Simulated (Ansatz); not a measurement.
The same hydrogen abstraction along the group B, Al, In.

Calculated with Ansatz (gas phase, PBE0-D4/def2-TZVP geometries, no zero-point term in ΔE). CBS: MP2 limit from def2 TZ/QZ plus the TZ coupled-cluster correction, frozen cores. This one scheme is used for every species, atoms too. Functionals use def2-TZVPP. B3LYP here is the variant with VWN-RPA as its local correlation; programs differ in this. Open shells (•) are unrestricted, without spin–orbit coupling. Spin–orbit coupling would lower the free atoms: a little for Cl. def2 core potentials past Kr. For In outer-core shells are correlated without core-valence functions, so the limit isn't a true one: a few kJ/mol of doubt a bond, and 10 to 20 or more in all where bonds break to atoms. Each species was taken in one conformer, which may not be the lowest.

| reaction | B3LYP-D4 (kJ/mol) | ωB97M-V (kJ/mol) |
| --- | --- | --- |
| `NBCl` + Cl• → `N[B]Cl`• + HCl | 24 | 26 |
| `[NH2][AlH][Cl]` + Cl• → `[NH2][Al][Cl]`• + HCl | -70 | -66 |
| `[NH2][InH][Cl]` + Cl• → `[NH2][In][Cl]`• + HCl | -149 | -138 |

(1) Give the CCSD(T)/CBS values in the same order. (An estimate is asked.)

Largest T1 diagnostic: 0.019, for `[NH2][In][Cl]`•.

## Answers

(1) Ansatz gave: 21, -72, -137 kJ/mol.
